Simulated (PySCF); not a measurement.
C4H2ClFSi, SMILES C#C[Si](F)(Cl)C#C. Atoms are numbered in the order given.

```xyz
9

C      0.5294     1.5158    -2.5007
C      0.2051     0.9065    -1.5031
Si    -0.2687     0.0026     0.0000
F     -1.8699    -0.2076     0.0000
Cl     0.5966    -1.8440     0.0000
C      0.2051     0.9065     1.5031
C      0.5294     1.5158     2.5007
H      0.8167     2.0561    -3.3880
H      0.8167     2.0561     3.3880
```
Charge 0, spin multiplicity 1.

Coordinates come from a ωB97X-D3(BJ)/def2-SVP optimisation. The structure was generated by enumeration, and PubChem lists no compound with its InChIKey, so it may never have been made.

Method: PBE0/pcSseg-1 run with PySCF.

GIAO shieldings, no solvent; atoms alike by connectivity are averaged. δ = σ(ref) − σ: ¹³C against TMS (σ = 186.3 ppm); ²⁹Si against TMS (σ = 352.7 ppm); ¹⁹F against CFCl3 (σ = 167.2 ppm); ³⁵Cl against HCl (σ = 945.9 ppm); ¹H against TMS (σ = 31.56 ppm), references at their B3LYP-D3(BJ)/def2-TZVP geometries, non-relativistic (without spin–orbit terms, shifts of atoms bonded to Cl or Br come out too high).

```csv
atoms,nucleus,count,δ (ppm)
"C1, C7",¹³C,2,105.2
"C2, C6",¹³C,2,85.2
Si3,²⁹Si,1,-48.5
F4,¹⁹F,1,___
Cl5,³⁵Cl,1,___
"H8, H9",¹H,2,___
```

Q: Complete the blanks. (The exact figures need the calculation; the answer reports its results.)

A: 
- Cl5, δ (ppm): 96.7
- H8, H9, δ (ppm): 2.87
- F4, δ (ppm): -133.9
